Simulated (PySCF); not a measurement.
# Electron correlation in Ce (cerium, neutral)

[Xe] 4f1 5d3, one real determinant (an excited configuration). All numbers are calculated (PySCF 2.14, scalar relativity by spin-free X2C-1e, in cc-pVDZ-X2C (8s7p5d3f1g, 84 functions)). Frozen: [Kr] 4d10; 12 electrons correlated.

```csv
level,correlation energy (mhartree)
CCSD,-266.83
(T),-9.31
CCSD(T),-276.14
```

Diagnostics: T1 = 0.0080, D1 = 0.0203, largest double amplitude 0.036.

Task: Is a single reference adequate?

Result: Yes, within this model without spin-orbit coupling: T1 lies below 0.03 and no double amplitude reaches 0.07.

The reference is one real determinant that mixes LS terms of this configuration.
